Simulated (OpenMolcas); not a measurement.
## Ni4+: moving or changing the point charges

Ni4+ among 6 point charges of -2.2 e arranged as a trigonal antiprism (D3d), 1.96 Å from the ion, with a polar angle of 64.6° against the regular 54.74°.

| Item | Value |
| --- | --- |
| Program | OpenMolcas 26.06 |
| Method | CASSCF |
| Basis | ANO-RCC-VTZP [6s5p3d2f1g] |
| Scalar Hamiltonian | DKH2, point nucleus |
| Active space | 6 electrons in 5 orbitals (3d) |
| State averaging | 2S+1 = 5 even, 5 roots; 2S+1 = 3 even, 45 roots; 2S+1 = 1 even, 50 roots |
| Spin-orbit coupling | RASSI with atomic mean-field integrals over the reference wave functions |

Runs around this geometry, states (labels of D3, the rotations of D3d). Energies in cm-1 above the lowest state or level, χT in cm3 K/mol.

| R (Å) | q (e) | Polar angle / regular | Ground state | First state of that spin | First gap with spin-orbit (degeneracies) | χT at 300 K | First state of another spin |
| --- | --- | --- | --- | --- | --- | --- | --- |
| 1.96 | -2.2 | 1.09 | 5A1 | 5E 1540 | 46.7 (1, 2) | 4.399 | 3E 29827 |
| 1.96 | -1.1 | 1.18 | 5A1 | 5E 1046 | 49.6 (1, 2) | 4.812 | 3E 30028 |
| 1.78 | -2.2 | 1.18 | 5A1 | 5E 3120 | 35.4 (1, 2) | 3.839 | 3A2 30322 |
| 1.96 | -2.2 | 1.18 | 5A1 | 5E 2212 | 42.1 (1, 2) | 4.136 | 3E 30565 |
| 2.1 | -2.2 | 1.18 | 5A1 | 5E 1738 | 46.0 (1, 2) | 4.365 | 3E 30453 |

Taking the first state of the same spin as R^-n, n = -ln(1738 / 3120) / ln(2.1 / 1.78) = 3.5 between the shortest and longest distance.

Scaling the charges by -1.1 / -2.2 = 0.50 scales the first state of the same spin by 1046 / 2212 = 0.47; with fixed orbitals a first-order splitting would follow the charge.

Without dynamic correlation the repulsion within the d shell is too large (B by tens of per cent), so at a given field states of lower spin stand too high. Point charges give a weaker field than real ligands, and real ions of this kind are often low spin; the high spin found here belongs to the model. The ground term spreads over less than 5000 cm-1, several times less than with real ligands, so orbital moments are less quenched and χT lies further from the spin-only value than at real sites (holds for R = 1.96, q = -2.2, ratio = 1.09; R = 1.96, q = -1.1, ratio = 1.18). This is an electrostatic model: the charges have no orbitals. No measured value stands beside these numbers.
